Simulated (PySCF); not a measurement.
C2H5ClSi, SMILES [SiH3]/C=C\Cl. Coordinates come from a PBE-D3(BJ)/def2-SVP optimisation. The structure was generated by enumeration; whether it is a known compound was not checked.

Level of theory: PySCF with PBE-D3(BJ)/def2-SVP.

Harmonic wavenumbers (cm⁻¹): 98, 130, 308, 460, 611, 620, 682, 698, 796, 887, 907, 909, 916, 1112, 1261, 1595, 2165, 2170, 2177, 3091, 3123. Rotational constants (GHz): 9.350, 2.408, 1.960; symmetry number 1.

Problem. Work out the zero-point energy and the ideal-gas rigid-rotor harmonic-oscillator thermochemistry at 298.15 K and 1 atm.

Solution. ZPE = ½ Σ hcν = ½ × 24717 cm⁻¹ = 147.84 kJ/mol. H − E(el) = 165.51 kJ/mol. Entropy in J/(mol K): translation 165.22, rotation 110.42, vibration 45.67, total 321.31. G − E(el) = 69.71 kJ/mol. Cp = 90.61 J/(mol K). Modes under 150 cm⁻¹ make the vibrational entropy uncertain.
